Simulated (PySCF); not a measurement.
Estimate the missing entries of this data sheet.

Species: C6H6O2S.
Z-matrix (Å and degrees, GFN2-xTB geometry), rows numbered from 1:
```
C 
O   1  1.4187
C   2  1.3436  1  115.65
O   3  1.2070  2  123.35  1    -0.14
C   3  1.4700  2  111.83  1   179.95
C   5  1.4225  3  125.44  2    -0.12
C   6  1.3530  5  112.28  3   179.94
S   7  1.7244  6  112.15  5     0.10
C   5  1.3684  3  122.40  2   179.94
H   1  1.0870  2  106.28  3  -179.95
H   1  1.0923  2  110.37  3    60.05
H   1  1.0923  2  110.33  3   -59.99
H   6  1.0738  5  123.11  3    -0.01
H   7  1.0716  6  128.65  5  -179.93
H   9  1.0715  5  127.01  3     0.04
```

```json
{"property": "point group of the GFN2-xTB geometry", "level": "GFN2-xTB", "value": "Cs"}
{"property": "rotational constants A, B, C of the GFN2-xTB geometry", "level": "GFN2-xTB", "value": "?"}
{"property": "dipole moment", "level": "PBE0/pcSseg-1", "value": "?"}
{"property": "HOMO energy", "level": "PBE0/pcSseg-1", "value": "?"}
{"property": "LUMO energy", "level": "PBE0/pcSseg-1", "value": "?"}
{"property": "13C chemical shifts (computed TMS as zero) by class", "level": "GIAO PBE0/pcSseg-1", "value": "169.2 (C3), 144.2 (C9), 138.4 (C5), 133.4 (C7), 133.3 (C6), 53.8 (C1) ppm"}
{"property": "1H chemical shifts (computed TMS as zero) by class", "level": "GIAO PBE0/pcSseg-1", "value": "?"}
{"property": "isotropic shieldings of nuclei other than C and H, by class", "level": "GIAO PBE0/pcSseg-1", "value": "-78 (O4), 152 (O2), 266 (S8) ppm"}
```

Gas-phase values; electronic properties from PySCF, density fitting. One conformer (not necessarily the lowest) at the GFN2-xTB geometry, without solvent or vibrations. NMR classes are plain means over equivalent atoms (diastereotopic ones count apart unless rotation or inversion swaps them), as if these changed places fast; in this geometry the members of some classes differ.

Give the rotational constants A, B, C of the GFN2-xTB geometry.

4.194, 0.797, 0.673 GHz.

Give the LUMO energy.

-1.23 eV.

The dipole moment?

2.01 D.

The HOMO energy?

-7.28 eV.

The 1H chemical shifts (computed TMS as zero) by class?

8.22 (H15), 7.70 (H13), 7.11 (H14), 4.10 (H10/H11/H12) ppm.

The rotational constants make it an asymmetric top with κ = (2B − A − C)/(A − C) = -0.93, nearer the prolate limit (−1). With B = h/(8π²I), that is 505.379 GHz u Å² over I, the principal moments of inertia are 120.5, 633.9 and 751.2 u Å² (most abundant isotopes). The dipole equals about 6.7 × 10⁻³⁰ C·m (1 D = 3.33564 × 10⁻³⁰ C·m).
